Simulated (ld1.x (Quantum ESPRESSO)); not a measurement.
Br: excitation energies, all-electron against TM

bromine (Br), norm-conserving Troullier–Martins (Kleinman–Bylander form), made with ld1.x (Quantum ESPRESSO) 7.5 (BLYP, fully relativistic). Core [Ar], reference 3d10 4s2 4p4 (charge +1). Waves: 4s (bound): rc 1.20 bohr; 3d (bound): rc 1.05 bohr; 4p (bound): rc 1.60 bohr. Local part: the p channel. Core correction: Bessel-smoothed model core inside 0.90 bohr.

Open shells are filled in proportion to 2j + 1 (rel_dist='average').

Energies are relative to the spin-unpolarised reference configuration 3d10 4s2 4p4; without spin polarisation the order of configurations can differ from experiment. The p channel is local and has no spin–orbit splitting in the pseudo-atom.

| valence configuration | charge | ΔE all-electron (eV) | error AE − PS (meV) |
| --- | --- | --- | --- |
| 3d10 4s2 4p5 | 0 | -12.406 | -3.0 |
| 3d10 4s2 4p3 | +2 | 22.624 | +7.1 |
| 3d10 4s2 4p2 | +3 | 56.510 | +20 |
| 3d10 4s1 4p6 | 0 | 0.008 | -13 |
| 3d10 4s1 4p5 | +1 | 13.037 | -7.7 |
| 3d10 4s2 4p1 | +4 | 102.518 | +36 |

(1) What are ΔE and the potential's error for 3d10 4s2 4p4.5?

The potential misses its own reference levels by up to 0.4 eV.

Answers

(1) ΔE = -7.405 eV all-electron; the error (AE − PS) is -1.8 meV.
